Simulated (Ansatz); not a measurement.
Isolated molecules relaxed with PBE0-D4/def2-TZVP in Ansatz; ΔE leaves out vibrations. CBS: MP2 limit from def2 TZ/QZ plus the TZ coupled-cluster correction, frozen cores. Functionals use def2-TZVPP. Elements past krypton have def2 core potentials. For In, Se outer-core shells are correlated without core-valence functions, which leaves a few kJ/mol of doubt a bond. Scalar relativity is left out up to krypton. Each species was taken in one conformer, which may not be the lowest.

Reaction (ligand exchange at the In–N bond): `CC[N](C)[InH][Cl]` + `C[SeH]` → `C[Se][InH][Cl]` + `CCNC`

```json
{"level": "PBE-D4", "ΔE (kJ/mol)": "-101.2"}
{"level": "ωB97X-V", "ΔE (kJ/mol)": "-98.9"}
{"level": "PBE", "ΔE (kJ/mol)": "-104.6"}
{"level": "CCSD(T)/def2-TZVPP", "ΔE (kJ/mol)": "-92.3"}
```

What does CCSD(T)/CBS give? (Estimate.)

Computed: -95.5 kJ/mol. The listed levels differ from it by -5.7, -3.4, -9.1, 3.2 kJ/mol.

Largest T1 diagnostic among the species: 0.015.

The D4 term adds +5.2 kJ/mol with B3LYP and +3.0 kJ/mol with PBE0; it sums over pairs of atoms, weighted by their polarisabilities, and B3LYP, whose exchange is more repulsive, gets the larger term. In def2-TZVPP, CCSD(T) changes the Hartree–Fock value by +28.9 kJ/mol (the triples alone add +3.7 kJ/mol) and MP2 by +27.9 kJ/mol.

B3LYP here is the variant with VWN-RPA as its local correlation; programs differ in this.
